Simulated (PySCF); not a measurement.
Structure from 2D NMR

Compound of formula C$_{3}$H$_{9}$N$_{3}$Si$_{2}$. Correlations simulated from computed shifts and the bond graph:

HSQC (one-bond C–H):
```
  δH     δC
8.91  179.3
8.87  179.3
2.92   33.2
```

COSY cross peaks (H two or three bonds apart, from the bond graph; peaks can be absent where the dihedral angle is near 90°):
```
  δH    δH
8.91  8.87
```

HMBC (two and three bonds, from the bond graph):
```
  δH                  δC
5.19  179.3, 125.1, 33.2
4.57                33.2
```

Carbons without hydrogens: δ 125.1.

[PySCF 2.14.0 with density-fitted response routines: NMR shieldings at PBE0/pcSseg-1/GIAO; GFN2-xTB structure; gas phase; relativity neglected; single conformer; averaged over atoms made equivalent by symmetry, fast rotation or ring inversion]

References, each an isolated molecule treated in the same way: TMS for ¹H and ¹³C.

Exchangeable hydrogens are left out of these lists.

**Question.** Assemble the structure.

**Answer.** `C=N[Si@H](C#N)N(C)[SiH3]`.

Atoms are numbered as in `[CH2:1]=[N:2][Si@H:3]([C:4]#[N:5])[N:6]([CH3:7])[SiH3:8]`; H(Xn) means a hydrogen on atom n. Ha(C1) is cis to Si3; Hb(C1) is trans to Si3.

- δC 179.3 is C1, a C=N carbon (δH 8.87, 8.91).
- δC 125.1 is C4, a nitrile carbon.
- δC 33.2 is C7, a methyl carbon bonded to N (δH 2.92).
- HMBC from δH 5.19 reaches the proton-free carbon C4.
- COSY links 8.91–8.87.

The data come from this structure; uniqueness wasn't tested.

Shifts are as computed. Against solution values, carbons near 30 ppm lie about +3 ppm off and those near 130 ppm about +5 ppm. Of 1211 compounds with measured shifts, 218 miss one by over three times the rms of a fit or turn the order of signals round; such compounds aren't used in these exercises.
